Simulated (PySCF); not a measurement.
**3-tert-butylpyridine: 4 charge schemes on one density**

3-tert-butylpyridine, C9H13N.
SMILES with atom numbers: `[CH3:1][C:2]([CH3:3])([CH3:4])[c:5]1[cH:6][cH:7][cH:8][n:9][cH:10]1` (hydrogens: H11, H12, H13 on C1; H14, H15, H16 on C3; H17, H18, H19 on C4; H20 on C6; H21 on C7; H22 on C8; H23 on C10)

Cartesian coordinates in Å at the PBE0-D3(BJ)/def2-SVP level; atoms count from 1:
```xyz
23
C9H13N angstrom
C     -1.792    0.075    1.383
C     -1.175   -0.065   -0.009
C     -1.658   -1.386   -0.626
C     -1.648    1.113   -0.874
C      0.352   -0.066    0.044
C      1.086    0.058    1.226
C      2.479    0.047    1.180
C      3.104   -0.090   -0.055
N      2.428   -0.211   -1.195
C      1.102   -0.198   -1.136
H     -1.503   -0.756    2.044
H     -1.499    1.020    1.867
H     -2.889    0.070    1.305
H     -1.281   -1.520   -1.651
H     -2.759   -1.409   -0.669
H     -1.320   -2.246   -0.029
H     -1.301    2.071   -0.457
H     -1.273    1.040   -1.905
H     -2.749    1.137   -0.919
H      0.580    0.165    2.187
H      3.070    0.143    2.094
H      4.198   -0.104   -0.128
H      0.587   -0.299   -2.099
```

Density: PBE0/pcSseg-1 (PySCF); schemes: Mulliken, IAO, Hirshfeld and ESP-fitted. Geometry: PBE0-D3(BJ)/def2-SVP; no solvent, vibrations or thermal averaging.

Task: Which atoms carry the highest charge in the Mulliken, IAO, Hirshfeld and ESP-fitted schemes?

Result: The schemes don't all agree: Mulliken C10 (+0.228); IAO H21 (+0.155); Hirshfeld H21 (+0.053); ESP-fitted C2 (+0.657).

Task: At which atom do the 4 schemes differ most?

Result: At C2: from -0.585 (Mulliken) to +0.657 e (ESP-fitted), 1.242 e apart.

Task: For which atoms does the sign change between the 4 schemes (beyond +0.03 e in one, beyond −0.03 e in another)?

Result: C2 and C6. Atomic charges aren't observables, and each scheme defines them in its own way.

Task: Give the atomic charges in each scheme.

Result: In e:

```json
{"atom": "C1", "environment": "methyl carbon", "Mulliken": "-0.171", "IAO": "-0.407", "Hirshfeld": "-0.115", "ESP-fitted": "-0.503"}
{"atom": "C2", "environment": "benzylic-type carbon", "Mulliken": "-0.585", "IAO": "+0.048", "Hirshfeld": "+0.027", "ESP-fitted": "+0.657"}
{"atom": "C3", "environment": "methyl carbon", "Mulliken": "-0.144", "IAO": "-0.402", "Hirshfeld": "-0.115", "ESP-fitted": "-0.565"}
{"atom": "C4", "environment": "methyl carbon", "Mulliken": "-0.143", "IAO": "-0.402", "Hirshfeld": "-0.115", "ESP-fitted": "-0.563"}
{"atom": "C5", "environment": "substituted aromatic carbon", "Mulliken": "-0.183", "IAO": "-0.024", "Hirshfeld": "+0.007", "ESP-fitted": "-0.455"}
{"atom": "C6", "environment": "aromatic CH carbon", "Mulliken": "+0.002", "IAO": "-0.135", "Hirshfeld": "-0.038", "ESP-fitted": "+0.241"}
{"atom": "C7", "environment": "aromatic CH carbon", "Mulliken": "-0.162", "IAO": "-0.179", "Hirshfeld": "-0.057", "ESP-fitted": "-0.633"}
{"atom": "C8", "environment": "aromatic CH next to a ring nitrogen", "Mulliken": "+0.141", "IAO": "-0.018", "Hirshfeld": "+0.009", "ESP-fitted": "+0.522"}
{"atom": "N9", "environment": "pyridine-type nitrogen", "Mulliken": "-0.418", "IAO": "-0.276", "Hirshfeld": "-0.167", "ESP-fitted": "-0.725"}
{"atom": "C10", "environment": "aromatic CH next to a ring nitrogen", "Mulliken": "+0.228", "IAO": "-0.015", "Hirshfeld": "+0.015", "ESP-fitted": "+0.507"}
{"atom": "H11", "environment": "methyl hydrogen", "Mulliken": "+0.122", "IAO": "+0.133", "Hirshfeld": "+0.039", "ESP-fitted": "+0.115"}
{"atom": "H12", "environment": "methyl hydrogen", "Mulliken": "+0.122", "IAO": "+0.133", "Hirshfeld": "+0.039", "ESP-fitted": "+0.114"}
{"atom": "H13", "environment": "methyl hydrogen", "Mulliken": "+0.122", "IAO": "+0.137", "Hirshfeld": "+0.042", "ESP-fitted": "+0.125"}
{"atom": "H14", "environment": "methyl hydrogen", "Mulliken": "+0.116", "IAO": "+0.134", "Hirshfeld": "+0.038", "ESP-fitted": "+0.131"}
{"atom": "H15", "environment": "methyl hydrogen", "Mulliken": "+0.111", "IAO": "+0.133", "Hirshfeld": "+0.040", "ESP-fitted": "+0.139"}
{"atom": "H16", "environment": "methyl hydrogen", "Mulliken": "+0.116", "IAO": "+0.138", "Hirshfeld": "+0.038", "ESP-fitted": "+0.132"}
{"atom": "H17", "environment": "methyl hydrogen", "Mulliken": "+0.116", "IAO": "+0.138", "Hirshfeld": "+0.038", "ESP-fitted": "+0.132"}
{"atom": "H18", "environment": "methyl hydrogen", "Mulliken": "+0.116", "IAO": "+0.134", "Hirshfeld": "+0.039", "ESP-fitted": "+0.130"}
{"atom": "H19", "environment": "methyl hydrogen", "Mulliken": "+0.111", "IAO": "+0.133", "Hirshfeld": "+0.040", "ESP-fitted": "+0.140"}
{"atom": "H20", "environment": "aromatic hydrogen", "Mulliken": "+0.087", "IAO": "+0.150", "Hirshfeld": "+0.051", "ESP-fitted": "+0.084"}
{"atom": "H21", "environment": "aromatic hydrogen", "Mulliken": "+0.097", "IAO": "+0.155", "Hirshfeld": "+0.053", "ESP-fitted": "+0.221"}
{"atom": "H22", "environment": "aromatic hydrogen", "Mulliken": "+0.108", "IAO": "+0.151", "Hirshfeld": "+0.049", "ESP-fitted": "+0.028"}
{"atom": "H23", "environment": "aromatic hydrogen", "Mulliken": "+0.092", "IAO": "+0.141", "Hirshfeld": "+0.045", "ESP-fitted": "+0.027"}
```

Mean size of the charges over all atoms: ESP-fitted 0.299 e, IAO 0.161 e, Mulliken 0.157 e, Hirshfeld 0.053 e. Each set sums to the total charge, 0, to within 0.001 e. The IAO scheme projects the occupied orbitals on a minimal set of polarised atomic orbitals and counts the electrons in each atom's part of it. The Mulliken scheme counts on each atom the diagonal of the density matrix times the overlap matrix over that atom's basis functions.

Task: How closely do the schemes follow one another over all atoms?

Result: Correlation coefficient and root-mean-square difference: IAO with Hirshfeld 0.96, 0.134 e; Hirshfeld with ESP-fitted 0.76, 0.329 e; IAO with ESP-fitted 0.70, 0.277 e; Mulliken with Hirshfeld 0.61, 0.164 e; Mulliken with IAO 0.57, 0.181 e; Mulliken with ESP-fitted 0.42, 0.343 e.

Task: Sum the charges by element, for elements with more than one atom.

Result: 
```json
{"element": "C", "atoms": "9", "Mulliken": "-1.018", "IAO": "-1.533", "Hirshfeld": "-0.382", "ESP-fitted": "-0.792"}
{"element": "H", "atoms": "13", "Mulliken": "+1.436", "IAO": "+1.809", "Hirshfeld": "+0.550", "ESP-fitted": "+1.517"}
```

Task: How many electrons does the IAO scheme count on C5?

Result: Z − q = 6 − (-0.024) = 6.024.

The run behind these numbers computed NMR shieldings as well. Time: 35 s wall. Hardware: one thread, x86-64 server (shared host).
